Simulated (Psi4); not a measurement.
C$_{2}$H$_{3}$BClF, singlet, geometry from GFN2-xTB; Psi4 with PBE/def2-SV(P).

Here is a job for Psi4.
```
memory 2 GB

molecule mol {
0 1
  B    -0.165876   -0.347618    0.359988
  F    -0.548967   -1.053101    1.415669
  Cl    0.323680    1.268859    0.658223
  C    -0.176201   -0.991657   -1.051694
  C     0.189491   -0.365872   -2.169237
  H    -0.505323   -2.021614   -1.121370
  H     0.168943   -0.846837   -3.133631
  H     0.524178    0.659025   -2.150175
}

set basis def2-sv(p)
set reference rks

energy('pbe')
print_variables()
```

Q: Predict the main parts of the log of this Psi4 run.

A: 
```
   => Loading Basis Set <=

    Name: DEF2-SV(P)
    Role: ORBITAL
    Keyword: BASIS

         ---------------------------------------------------------
                                   SCF
               by Justin Turney, Rob Parrish, Andy Simmonett
                          and Daniel G. A. Smith
                              RKS Reference
         ---------------------------------------------------------

  ==> Geometry <==

    Molecular point group: c1
    Full point group: C1

    Geometry (in Angstrom), charge = 0, multiplicity = 1:

       Center              X                  Y                   Z               Mass
    ------------   -----------------  -----------------  -----------------  -----------------
         B           -0.159482413790    -0.369565931947     0.264667356795    11.009305360000
         F           -0.542573413790    -1.075048931947     1.320348356795    18.998403162730
         CL           0.330073586210     1.246911068053     0.562902356795    34.968852682000
         C           -0.169807413790    -1.013604931947    -1.147014643205    12.000000000000
         C            0.195884586210    -0.387819931947    -2.264557643205    12.000000000000
         H           -0.498929413790    -2.043561931947    -1.216690643205     1.007825032230
         H            0.175336586210    -0.868784931947    -3.228951643205     1.007825032230
         H            0.530571586210     0.637077068053    -2.245495643205     1.007825032230

  Running in c1 symmetry.

  Rotational constants: A =      0.17410  B =      0.11168  C =      0.06804 [cm^-1]
  Rotational constants: A =   5219.29028  B =   3348.05635  C =   2039.66044 [MHz]
  Nuclear repulsion =  188.927068682091488

  Charge       = 0
  Multiplicity = 1
  Electrons    = 46
  Nalpha       = 23
  Nbeta        = 23

  ==> Algorithm <==

  SCF Algorithm Type is DF.
  DIIS enabled.
  MOM disabled.
  Fractional occupation disabled.
  Guess Type is SAD.
  Energy threshold   = 1.00e-06
  Density threshold  = 1.00e-06
  Integral threshold = 1.00e-12

  ==> Primary Basis <==

  Basis Set: DEF2-SV(P)
    Blend: DEF2-SV(P)
    Number of shells: 38
    Number of basis functions: 80
    Number of Cartesian functions: 85
    Spherical Harmonics?: true
    Max angular momentum: 2

  ==> DFT Potential <==

   => LibXC <=

    Version 7.1.2
    S. Lehtola, C. Steigemann, M. J. T. Oliveira, and M. A. L. Marques,  SoftwareX 7, 1–5 (2018) (10.1016/j.softx.2017.11.002)

   => Composite Functional: PBE <=

    PBE GGA Exchange-Correlation Functional

    J.P. Perdew et. al., Phys. Rev. Lett., 77(18), 3865-3868, 1996

    Deriv               =              1
    GGA                 =           TRUE
    Meta                =          FALSE

    Exchange Hybrid     =          FALSE
    MP2 Hybrid          =          FALSE

   => Exchange Functionals <=

    1.0000     XC_GGA_X_PBE

   => Correlation Functionals <=

    1.0000     XC_GGA_C_PBE

   => LibXC Density Thresholds  <==

    XC_GGA_C_PBE:  1.00E-12
    XC_GGA_X_PBE:  1.00E-15

   => Molecular Quadrature <=

    Radial Scheme          =       TREUTLER
    Pruning Scheme         =           NONE
    Nuclear Scheme         =       TREUTLER

    Blocking Scheme        =         OCTREE
    BS radius alpha        =              1
    Pruning alpha          =              1
    Radial Points          =             75
    Spherical Points       =            302
    Total Points           =         171632
    Total Blocks           =           1353
    Max Points             =            256
    Max Functions          =             78
    Weights Tolerance      =       1.00E-15

   => Loading Basis Set <=

    Name: (DEF2-SV(P) AUX)
    Role: JKFIT
    Keyword: DF_BASIS_SCF

  ==> Integral Setup <==

  SCF_SUBTYPE=INCORE selected. In-core MEM_DF algorithm will be used.
  Using in-core AOs.

  ==> MemDFJK: Density-Fitted J/K Matrices <==

    J tasked:                   Yes
    K tasked:                    No
    wK tasked:                   No
    Algorithm:                 Core
    Schwarz Cutoff:           1E-12
    Mask sparsity (%):       1.3750
    Fitting Condition:        1E-10

   => Auxiliary Basis Set <=

  Basis Set: (DEF2-SV(P) AUX)
    Blend: DEF2-UNIVERSAL-JKFIT
    Number of shells: 156
    Number of basis functions: 484
    Number of Cartesian functions: 575
    Spherical Harmonics?: true
    Max angular momentum: 4

  Minimum eigenvalue in the overlap matrix is 3.3933169368E-03.
  Reciprocal condition number of the overlap matrix is 6.3909845879E-04.
    Using symmetric orthogonalization.

  ==> Pre-Iterations <==

  SCF Guess: Superposition of Atomic Densities via on-the-fly atomic UHF (no occupation information).

   -------------------------
    Irrep   Nso     Nmo
   -------------------------
     A         80      80
   -------------------------
    Total      80      80
   -------------------------

  ==> Iterations <==

                           Total Energy        Delta E     RMS |[F,P]|

   @DF-RKS iter SAD:  -661.85890585033087   -6.61859e+02   0.00000e+00
   @DF-RKS iter   1:  -661.90372817409752   -4.48223e-02   9.88682e-03 DIIS/ADIIS
   @DF-RKS iter   2:  -661.51519260578539    3.88536e-01   1.39339e-02 DIIS/ADIIS
   @DF-RKS iter   3:  -662.25545577399271   -7.40263e-01   1.13689e-03 DIIS/ADIIS
   @DF-RKS iter   4:  -662.25848464060891   -3.02887e-03   6.56445e-04 DIIS/ADIIS
   @DF-RKS iter   5:  -662.25914302426293   -6.58384e-04   5.30758e-04 DIIS/ADIIS
   @DF-RKS iter   6:  -662.26017128244030   -1.02826e-03   3.83029e-05 DIIS
   @DF-RKS iter   7:  -662.26017561185517   -4.32941e-06   1.77186e-05 DIIS
   @DF-RKS iter   8:  -662.26017624392239   -6.32067e-07   5.93947e-06 DIIS
   @DF-RKS iter   9:  -662.26017633139975   -8.74774e-08   5.54777e-07 DIIS
  Energy and wave function converged.

  ==> Post-Iterations <==

   Electrons on quadrature grid:
      Ntotal   =   46.0000033168 ; deviation = 3.317e-06

    Orbital Energies [Eh]
    ---------------------

    Doubly Occupied:

       1A   -100.642438     2A    -24.273760     3A     -9.914412
       4A     -9.896692     5A     -9.179908     6A     -7.007439
       7A     -7.002131     8A     -6.999953     9A     -6.596708
      10A     -1.095441    11A     -0.772160    12A     -0.699931
      13A     -0.540411    14A     -0.483520    15A     -0.445734
      16A     -0.423824    17A     -0.406231    18A     -0.388078
      19A     -0.352665    20A     -0.308598    21A     -0.299818
      22A     -0.282076    23A     -0.266529

    Virtual:

      24A     -0.092637    25A      0.031398    26A      0.055327
      27A      0.075221    28A      0.082486    29A      0.133815
      30A      0.147632    31A      0.179673    32A      0.221887
      33A      0.260788    34A      0.282975    35A      0.335637
      36A      0.385739    37A      0.405862    38A      0.456968
      39A      0.464815    40A      0.549747    41A      0.552627
      42A      0.599621    43A      0.619108    44A      0.621103
      45A      0.644422    46A      0.660540    47A      0.663534
      48A      0.694218    49A      0.737555    50A      0.740955
      51A      0.776158    52A      0.786236    53A      0.869818
      54A      0.978812    55A      0.986029    56A      1.039598
      57A      1.176039    58A      1.186356    59A      1.232469
      60A      1.240819    61A      1.312764    62A      1.412942
      63A      1.425081    64A      1.501875    65A      1.530978
      66A      1.543418    67A      1.716354    68A      1.824425
      69A      1.892396    70A      1.899587    71A      2.031614
      72A      2.191563    73A      2.298710    74A      2.575528
      75A      2.673097    76A      2.972805    77A      2.995352
      78A      3.210316    79A      3.343999    80A      3.684269

    Final Occupation by Irrep:
              A
    DOCC [    23 ]
    NA   [    23 ]
    NB   [    23 ]

  @DF-RKS Final Energy:  -662.26017633139975

   => Energetics <=

    Nuclear Repulsion Energy =            188.9270686820914875
    One-Electron Energy =               -1287.2193764108890264
    Two-Electron Energy =                 490.3455851332091697
    DFT Exchange-Correlation Energy =     -54.3134537358113363
    Empirical Dispersion Energy =           0.0000000000000000
    VV10 Nonlocal Energy =                  0.0000000000000000
    Total Energy =                       -662.2601763313997481

Computation Completed

Properties will be evaluated at   0.000000,   0.000000,   0.000000 [a0]

Properties computed using the SCF density matrix

 Multipole Moments:

 ------------------------------------------------------------------------------------
     Multipole            Electronic (a.u.)      Nuclear  (a.u.)        Total (a.u.)
 ------------------------------------------------------------------------------------

 L = 1.  Multiply by 2.5417464519 to convert [e a0] to [Debye]
 Dipole X            :         -0.4990078            0.5558062            0.0567984
 Dipole Y            :          1.7985847           -1.9078691           -0.1092844
 Dipole Z            :          7.6366612           -8.2859947           -0.6493336
 Magnitude           :                                                    0.6609109

 ------------------------------------------------------------------------------------

  Variable Map:
  ----------------------------------------------------------------------------
  "CURRENT ENERGY"              =>    -662.260176331400
  "CURRENT REFERENCE ENERGY"    =>    -662.260176331400
  "DD SOLVATION ENERGY"         =>       0.000000000000
  "DFT FUNCTIONAL TOTAL ENERGY" =>    -662.260176331400
  "DFT TOTAL ENERGY"            =>    -662.260176331400
  "DFT VV10 ENERGY"             =>       0.000000000000
  "DFT XC ENERGY"               =>     -54.313453735811
  "GRID ELECTRONS ALPHA"        =>      23.000001658396
  "GRID ELECTRONS BETA"         =>      23.000001658396
  "GRID ELECTRONS TOTAL"        =>      46.000003316792
  "NUCLEAR REPULSION ENERGY"    =>     188.927068682091
  "ONE-ELECTRON ENERGY"         =>   -1287.219376410889
  "PCM POLARIZATION ENERGY"     =>       0.000000000000
  "PE ENERGY"                   =>       0.000000000000
  "SCF ITERATION ENERGY"        =>    -662.260176331400
  "SCF ITERATIONS"              =>       9.000000000000
  "SCF TOTAL ENERGY"            =>    -662.260176331400
  "TWO-ELECTRON ENERGY"         =>     490.345585133209
  "XC GRID RADIAL POINTS"       =>      75.000000000000
  "XC GRID SPHERICAL POINTS"    =>     302.000000000000
  "XC GRID TOTAL POINTS"        =>  171632.000000000000

  Array Variable Map:
  ----------------------------------------------------------------------------
  "CURRENT DIPOLE"              =>       0.056798428690 ... -0.649333552256 1 by 3
  "SCF DIPOLE"                  =>       0.056798428690 ... -0.649333552256 1 by 3
  "SCF TOTAL ENERGIES"          =>    -661.858905850331 ... -662.260176331400 1 by 10
```
